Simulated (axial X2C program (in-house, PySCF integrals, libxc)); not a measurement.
# Potential curves of CuSn, scalar-relativistic

All values were computed with an axial X2C code built on PySCF integrals. Spin-free means the one-electron spin-free X2C Hamiltonian. Basis: Sn dyall-v3z [11s12p9d1f], Cu dyall-v3z [9s9p6d3f2g] (cores contracted in-house); Gaussian nuclei, density fitting, unrestricted open shells. Masses: Sn 119.902 u, Cu 62.930 u.

State: M_S = 1/2, Λ = 1 (beyond evenly filled blocks: π+α). Energies in kJ/mol from the fragments at the same level (Sn + Cu). Fits are polynomials in 1 − R0/R over 0.85 to 1.23 times the lowest point R0.

```csv
R (Å),LDA,r2SCAN0,HF
2.1515,-251.11,-129.11,53.72
2.2504,-274.02,-158.02,11.16
2.3246,-281.27,-169.50,-10.12
2.3988,-282.46,-174.65,-24.57
2.4730,-279.23,-175.09,-33.77
2.5596,-271.47,-171.24,-39.44
2.6461,-260.80,-164.10,-41.11
2.7574,-244.40,-151.69,-39.46
2.8934,-222.27,-133.69,-34.55
3.0912,-189.15,-105.53,
```

The state is one determinant whose occupation by symmetry is held fixed; it was picked as the lowest of a PBE0 search that is not exhaustive. Dissociation energies refer to the lowest single-determinant-based atoms at the same level and basis. The functionals have no current-density term, which raises determinants with orbital currents, atoms included. The determinant is spin-polarised beyond a pure state at some levels (its spin-free form has ⟨S²⟩ too high), which makes Re and μ there less reliable. The stretched end of a curve changes character and is left out. Spin-free De lacks the spin–orbit lowering of the heavy p-block atom, a tenth of an eV or more for 4p and 5p, up to an eV for 6p and one to two eV for 7p atoms, less what an open-shell molecule gains itself.

Q: What are Re, ωe and De at the LDA level?

A: At LDA, spin-free: Re = 2.379 Å, ωe ≈ 244 cm⁻¹, De = 2.93 eV to Sn + Cu; Be follows as 0.0722 cm⁻¹.

Q: Fit the r2SCAN0 curve near its minimum: give the equilibrium distance, the harmonic wavenumber and the well depth.

A: At r2SCAN0, spin-free: Re = 2.443 Å, ωe ≈ 220 cm⁻¹, De = 1.82 eV to Sn + Cu; Be follows as 0.0684 cm⁻¹.

Q: Fit the HF curve near its minimum: give the equilibrium distance, the harmonic wavenumber and the well depth.

A: At HF, spin-free: Re = 2.650 Å, ωe ≈ 154 cm⁻¹, De = 0.43 eV to Sn + Cu; Be follows as 0.0582 cm⁻¹.
